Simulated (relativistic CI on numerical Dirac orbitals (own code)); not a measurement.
# I XXI: computed level list

Method of calculation: Dirac-Coulomb-Breit CI, orbitals from a KLI potential per configuration, model QED, unscaled Slater integrals (own radial code, finite nucleus).

CI space (outside the closed core [Ar] 3d10): 4s²4p³, 4s4p⁴, 4s²4p²4d, 4p⁵, 4s4p³4d, 4s²4p²4f, 4s4p³4f, 4p⁴4d, 4s4p²4d², 4s²4p4d4f, 4p⁴4f, 4s²4p²5s, 4s²4p²5p, 4p⁴5s, 4s4p²4d5s, 4p³4d4f, 4s4p³5s, 4s²4p²5d, 4s²4p4f5s, 4s4p²4f², 4s4p³5p, 4s²4p²5f, 4s²4p²5g, 4s4p³5d, 4s²4p²6s, 4s²4p²6p, 4s4p²5s², 4s²4p4d², 4s²4d³, 4s4p4d³, 4s²4d²4f, 4s4p4d²4f, 4s²4d²5s, 4p³4d², 4p²4d³, 4p²4d²4f, 4p²4d²5s, 4s²4p4f², 4s²4d4f², 4s4p4d4f², 4s²4f³, 4s4p4f³, 4s²4f²5s, 4p³4f², 4p²4d4f², 4p²4f³, 4p²4f²5s, 4s²4p4d5s, 4s4p4d²5s, 4s²4d4f5s, 4s4p4d4f5s, 4s²4d5s², 4s4p²4d4f, 4p³4d5s, 4p²4d4f5s, 4p²4d5s², 4s²4p5s², 4s4p4d5s², 4s²4f5s², 4s4p4f5s², 4s4p²4f5s, 4s4p4f²5s. Double excitations out of closed p, d and f shells are left out; levels of such configurations are missing from the list, as are those of other unlisted configurations, and high levels can miss mixing partners. These lack a partner that the ground configuration has and come out too high: 4s²4p²5p, 4s²4p²5d, 4s4p³5p, 4s²4p²5f, 4s²4p²5g.

The lowest level is 4s²4p³ ⁴S°3/2, with 44 % of that term; Hund's rules for 4s²4p³ give ⁴S° with J = 3/2, in agreement.

```
No.      Configuration  Term     J  E (cm⁻¹)   %  Next component (%)  Landé g
  1             4s²4p³   ⁴S°   3/2         0  44              35 ²P°    1.527
  2             4s²4p³   ²D°   3/2     94750  51              43 ⁴S°    1.343
  3             4s²4p³   ²D°   5/2    119529  98       1 4s4p³4d ²D°    1.199
  4             4s²4p³   ²P°   1/2    152717  98      1 4s²4p4d² ²P°    0.664
  5             4s²4p³   ²P°   3/2    247812  58              28 ²D°    1.261
  6          4s4p⁴(3P)    ⁴P   5/2    477983  80               12 ²D    1.542
  7          4s4p⁴(3P)    ⁴P   3/2    535865  57               20 ²D    1.450
  8          4s4p⁴(3P)    ⁴P   1/2    541643  62               29 ²S    2.435
  9          4s4p⁴(1D)    ²D   3/2    603957  40               34 ⁴P    1.192
 10          4s4p⁴(1D)    ²D   5/2    633734  72               13 ⁴P    1.253
 11          4p²(3P)4d    ⁴F   3/2    665866  41               18 ²D    0.754
 12          4s4p⁴(3P)    ²P   1/2    677794  35               26 ²S    1.463
 13          4s4p⁴(3P)    ²P   3/2    691783  46      19 4s²4p²4d ⁴F    1.080
 14          4p²(3P)4d    ⁴F   5/2    700754  40               29 ⁴D    1.162
 15          4p²(1D)4d    ²F   5/2    749156  58               34 ⁴F    0.942
 16          4p²(3P)4d    ⁴D   1/2    756322  75               11 ²P    0.350
 17          4p²(3P)4d    ⁴F   7/2    764857  71               17 ²G    1.172
 18          4p²(3P)4d    ⁴D   3/2    770300  53               22 ⁴F    1.042
 19          4p²(3P)4d    ⁴D   7/2    771627  48               40 ²F    1.272
 20          4p²(3P)4d    ⁴F   9/2    793905  59               39 ²G    1.244
 21          4s4p⁴(3P)    ²P   1/2    801008  34               25 ²S    1.131
 22          4p²(3P)4d    ⁴D   5/2    804760  36               28 ²F    1.189
 23          4p²(3P)4d    ²P   3/2    820187  44               19 ⁴D    1.212
 24          4p²(1D)4d    ²G   7/2    843206  58               16 ⁴F    1.041
 25          4p²(3P)4d    ⁴P   5/2    848944  52               22 ²D    1.433
 26          4p²(3P)4d    ⁴P   3/2    855907  44               33 ²P    1.435
 27          4p²(3P)4d    ⁴P   1/2    857508  44               25 ²S    2.012
 28          4p²(3P)4d    ²D   3/2    878465  72               10 ⁴P    0.913
 29          4p²(1D)4d    ²F   7/2    895405  49               35 ⁴D    1.226
 30          4p²(3P)4d    ²D   5/2    897435  62               29 ²F    1.103
 31          4p²(3P)4d    ²P   1/2    906753  55         18 4s4p⁴ ²P    0.991
 32          4p²(1D)4d    ²G   9/2    907782  59               39 ⁴F    1.198
 33          4p²(1D)4d    ²P   1/2    931209  68               15 ⁴P    1.057
 34          4p²(1D)4d    ²D   3/2    944654  51               22 ⁴P    1.089
 35          4p²(1D)4d    ²D   5/2    951734  36               29 ²F    1.176
 36          4p²(1S)4d    ²D   5/2    973256  85                9 ⁴D    1.204
 37          4p²(3P)4d    ²F   7/2    982315  86                8 ²G    1.125
 38          4p²(1D)4d    ²P   3/2    995556  53               31 ²D    1.153
 39          4p²(1D)4d    ²S   1/2   1000137  44               21 ⁴P    1.889
 40          4p²(3P)4d    ²D   3/2   1032667  76               15 ²P    0.932
 41          4p²(3P)4d    ²D   5/2   1047647  55               35 ²F    1.098
 42                4p⁵   ²P°   3/2   1071831  69      26 4s4p³4d ²P°    1.333
 43  4s4p³(4S°)<5S°>4d   ⁶D°   1/2   1101990  78              17 ⁴P°    3.103
 44  4s4p³(4S°)<5S°>4d   ⁶D°   5/2   1104221  67              15 ⁴D°    1.519
 45  4s4p³(4S°)<5S°>4d   ⁶D°   3/2   1104926  76               9 ⁴P°    1.725
 46  4s4p³(4S°)<5S°>4d   ⁶D°   7/2   1107774  66              15 ⁴D°    1.491
 47  4s4p³(4S°)<5S°>4d   ⁶D°   9/2   1121689  75              20 ⁴F°    1.494
 48  4s4p³(2D°)<3D°>4d   ⁴F°   3/2   1154436  48              25 ⁴D°    0.776
 49  4s4p³(2D°)<3D°>4d   ⁴D°   5/2   1162854  41              17 ⁴F°    1.317
 50                4p⁵   ²P°   1/2   1177653  62      32 4s4p³4d ²P°    0.665
 51  4s4p³(4S°)<5S°>4d   ⁴D°   7/2   1196625  42              20 ⁶D°    1.332
 52  4s4p³(2D°)<3D°>4d   ⁴G°   5/2   1200441  53              13 ⁴F°    0.795
 53  4s4p³(2D°)<3D°>4d   ⁴D°   3/2   1206280  56              27 ⁴F°    1.014
 54  4s4p³(2D°)<3D°>4d   ⁴D°   1/2   1207562  83               5 ²P°    0.228
 55  4s4p³(2D°)<3D°>4d   ⁴F°   5/2   1214303  54              25 ⁴D°    1.132
 56  4s4p³(2D°)<3D°>4d   ⁴G°   7/2   1220446  41              29 ⁴D°    1.167
 57  4s4p³(2P°)<3P°>4d   ⁴D°   1/2   1221262  34              27 ²S°    1.367
 58  4s4p³(2D°)<3D°>4d   ⁴F°   7/2   1226696  74               7 ⁴D°    1.253
 59  4s4p³(2P°)<3P°>4d   ⁴D°   1/2   1240817  52              20 ²S°    0.933
 60  4s4p³(2D°)<3D°>4d   ⁴G°   9/2   1241409  61              19 ⁴F°    1.251
 61  4s4p³(2D°)<3D°>4d   ⁴F°   9/2   1254663  85               5 ²G°    1.321
 62  4s4p³(2D°)<3D°>4d   ²G°   7/2   1257921  47              20 ⁴D°    1.073
 63  4s4p³(2P°)<3P°>4d   ⁴D°   3/2   1260643  65               9 ⁴P°    1.226
 64  4s4p³(2P°)<3P°>4d   ²D°   5/2   1264450  25              20 ⁴D°    1.160
 65  4s4p³(2P°)<3P°>4d   ⁴P°   3/2   1268081  35              19 ²D°    1.444
 66  4s4p³(2D°)<3D°>4d   ⁴G°  11/2   1276247  94      3 4s²4p²4f ⁴G°    1.272
 67  4s4p³(2D°)<3D°>4d   ²G°   9/2   1284029  66              12 ⁴G°    1.155
 68  4s4p³(2D°)<3D°>4d   ⁴P°   1/2   1304729  45              22 ²S°    1.960
 69  4s4p³(2D°)<3D°>4d   ⁴P°   5/2   1306964  47              16 ²D°    1.395
 70  4s4p³(2P°)<3P°>4d   ⁴F°   3/2   1308683  64              19 ²D°    0.607
```

Energies count from the lowest computed level; ° marks odd parity. Percentages are summed over parent terms; the parents shown are those of the largest component, closed shells are left out there, and <> holds an intermediate term.

The mean weight of the leading LS term, summed over parents, in these 70 levels is 58 %, and that of the leading jj configuration (from the same eigenvectors) 62 %.

At this charge energies of transitions that change n are usually good to better than 1 %, and those within a shell (Δn = 0) to a few per cent.

LS names give the leading component of a level, which can be under half, so a name can repeat, a term be missing and a line seem to break the LS rules.
